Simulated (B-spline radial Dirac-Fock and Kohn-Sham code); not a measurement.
## K-line shifts caused by a second vacancy in Sn¹⁴⁺

System: tin as Sn¹⁴⁺, configuration [Ar] 3d10 4s2 4p6.

The run's input, task.json:

```json
{"items": [{
  "Z": 50,
  "q": 14,
  "cfg": [[1, 0, 2], [2, 0, 2], [2, 1, 6], [3, 0, 2], [3, 1, 6], [3, 2, 10], [4, 0, 2], [4, 1, 6]],
  "A": 120,
  "rrms": 4.6519,
  "do": ["binding", "quiet", "double"]
}]}
```

Launch: `python xray_run.py task.json out`

Level of theory: multi-electron Dirac-Fock with separately optimised hole states, Breit and Lamb-shift corrections added in first order; a B-spline atomic structure program. Each two-hole energy is an average over J within one jj subconfiguration, not an observable level; in light atoms, where LS coupling holds, the j-resolved values are not observed lines, and for a K spectator the Kα1 hypersatellite is nearly forbidden. Electron correlation is not included.

Lines without a spectator: Kα2 (K-L2) 25040.6 eV, Kα1 (K-L3) 25268.3 eV, Kβ3 (K-M2) 28451.9 eV, Kβ1 (K-M3) 28495.1 eV. Shifts in eV with one spectator hole (a dash: not computed, or left out as unreliable):

| spectator hole | Kα2 | Kα1 | Kβ3 | Kβ1 |
| --- | --- | --- | --- | --- |
| K (1s) | +576.9 | +595.3 | +738.0 | +742.0 |
| L2 (2p1/2) | +64.1 | +80.9 | – | +172.4 |
| L3 (2p3/2) | +62.4 | +62.7 | +152.4 | – |
| M2 (3p1/2) | – | +9.78 | +23.51 | +28.11 |
| M3 (3p3/2) | +7.23 | – | +24.09 | +23.63 |
| M4 (3d3/2) | +1.58 | -1.08 | – | – |
| M5 (3d5/2) | -1.63 | +0.41 | – | – |

With n spectator holes in 2p, averaged over the 2p shell (energies in eV):

```
n     KαLⁿ   step  hypersatellite KαʰLⁿ
0  25192.4      –               25781.5
1  25259.9  +67.6               25850.6
2  25328.9  +68.9               25921.1
3  25399.1  +70.3               25992.9
4  25470.8  +71.6               26066.0
5  25543.7  +73.0               26140.5
```
